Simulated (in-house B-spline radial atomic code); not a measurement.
A run on Os⁻ that did not converge. Method: scalar-relativistic (X2C) B97-1, spin-polarised, spherical fractional occupations, exact exchange averaged over the configuration, Fermi nucleus of rms radius 5.4126 fm; computed with a B-spline radial code for spherical atoms.

Command:
```bash
python run_scf.py task.json out
```
Settings (nuclear radius in fm, mass in u):
```
Z                76
configuration    [Xe] 4f14 5d7 6s2
hamiltonian      x2c
method           b97_1
spin_polarised   True
nucleus          fermi
rms_radius       5.4126
atomic_mass      191.96148
speed_of_light   137.035999084
exact_exchange   averaged over the configuration
```

First and last ten iterations of the last attempt (damped for 15 steps, keeping 80 % of the old Fock matrix, then DIIS):
```
 iter        energy (Eh)    residual
    1      -17253.386829    5.87e-01
    2      -17236.822948    3.50e-01
    3      -17255.215166    9.71e-02
    4      -17255.431125    4.96e-02
    5      -17255.486289    3.02e-02
    6      -17255.505886    2.04e-02
    7      -17255.515173    1.46e-02
    8      -17255.520335    1.09e-02
    9      -17255.523396    8.19e-03
   10      -17255.525258    6.19e-03
  111      -17242.654829    1.87e-01
  112      -17253.677503    1.94e-01
  113      -17253.701855    1.89e-01
  114      -17253.935475    1.75e-01
  115      -17254.045139    1.70e-01
  116      -17255.211229    8.44e-02
  117      -17255.388148    4.28e-02
  118      -17255.469880    2.49e-02
  119      -17255.513635    1.17e-02
  120      -17255.524714    5.34e-03
 not converged after 120 iterations
```

The smallest residual met was 4.5e-03; the threshold is about 8e-07. No energy from this run should be used. Cost of the run: 6.1 s on 1 thread of Intel(R) Xeon(R) Platinum 8488C (shared host).
